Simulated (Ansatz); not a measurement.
```xyz
2

C    -0.0396    0.0254   -0.2380
H    -0.0576   -0.0002    1.0313
```

Basis set: cc-pVDZ (spherical functions). Correlated methods keep 1 orbital frozen. Charge 0, multiplicity 2.

Computed with Ansatz (development build ahead of 0.2.0); each method stands on the lowest determinant of its kind that the runs found.

**Question.** Give the atomization energy at this shape (free ground-state atoms in the same class of orbitals less the molecule, no zero-point energy) of doublet CH by UHF-MP2, UHF.

**Answer.**

| method | atomization energy |
| --- | --- |
| UHF-MP2 | 270.1 kJ/mol |
| UHF | 207.3 kJ/mol |

Caution: the shape is not the minimum; the unrestricted determinant is spin contaminated.
